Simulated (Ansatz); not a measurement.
`[SiH3]C1B[SiH2][SiH2]1` + CH₃NH₂ → `CN[SiH3]` + `B1C[SiH2][SiH2]1`  (ligand exchange at the Si–C bond)

Program: Ansatz. Geometries: PBE0-D4/def2-TZVP. ΔE: electronic, gas phase. CCSD(T)/CBS adds triple-zeta CCSD(T) − MP2 to the extrapolated MP2 energy (def2 sets, frozen cores). DFT in def2-TZVPP. B3LYP here is the variant with VWN-RPA as its local correlation; programs differ in this.

(1) Is it downhill or uphill in electronic energy at CCSD(T)/CBS, and by how much? (Best estimate.)

(2) What do these levels give: r2SCAN-D4, B3LYP-D4, B3LYP, CCSD/def2-TZVPP, CCSD(T)/def2-TZVPP, SCS-MP2/def2-QZVPP? (An estimate is asked.)

Largest T1 diagnostic among the species: 0.015.

Results:

(1) Ansatz gave: Downhill: ΔE = -6.2 kcal/mol.

(2) The calculation gave: r2SCAN-D4 -7.1, B3LYP-D4 -7.3, B3LYP -9.5, CCSD/def2-TZVPP -7.0, CCSD(T)/def2-TZVPP -6.3, SCS-MP2/def2-QZVPP -7.1 kcal/mol.

The D4 term adds +2.2 kcal/mol with B3LYP and +1.2 kcal/mol with PBE0; it sums over pairs of atoms, weighted by their polarisabilities, and B3LYP, whose exchange is more repulsive, gets the larger term. In def2-TZVPP, CCSD(T) changes the Hartree–Fock value by +3.6 kcal/mol (the triples alone add +0.6 kcal/mol) and MP2 by +3.6 kcal/mol.
